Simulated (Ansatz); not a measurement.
```yaml
crystal:
  periodic: [true, true, true]
  atoms:
    - {symbol: N, position_ang: [-0.995556, 1.501844, 0.339581]}
    - {symbol: As, position_ang: [0.150883, 0.762271, -1.202939]}
    - {symbol: Al, position_ang: [1.534927, -1.241946, -0.077332]}
    - {symbol: S, position_ang: [-0.373476, -1.871801, -1.353543]}
    - {symbol: H, position_ang: [-2.048012, 1.767697, 0.017939]}
    - {symbol: H, position_ang: [-1.021806, 0.943357, 1.321704]}
    - {symbol: H, position_ang: [2.821474, -1.937470, 0.903518]}
basis:
  gaussian: {orbitals: cc-pVDZ, fitting: {mean_field: def2-universal-jkfit}}
hamiltonian: {xc: {name: r2SCAN}, dispersion: d3bj}
output: {forces: true}
```

```sh
$ ansatz run in.yaml --threads 2 --pin off --events-out ev --progress --plain --max-ram 4352MiB
```

It prints (some lines left out):

```
Error: YAML parse error: error: line 2 column 3: crystal: missing field `lattice` (a structure is typed as `lattice` and `atoms`, a molecule's as `atoms` in Å alone, or read from a run's directory, `checkpoint`)
 --> <input>:2:3
1 | crystal:
2 |   periodic: [true, true, true]
3 |   atoms:
4 |     - {symbol: N, position_ang: [-0.995556, 1.501844, 0.339581]}
```

Q: Something in this input is off. What?

A: The molecule is marked periodic without a cell. The program refused the input.
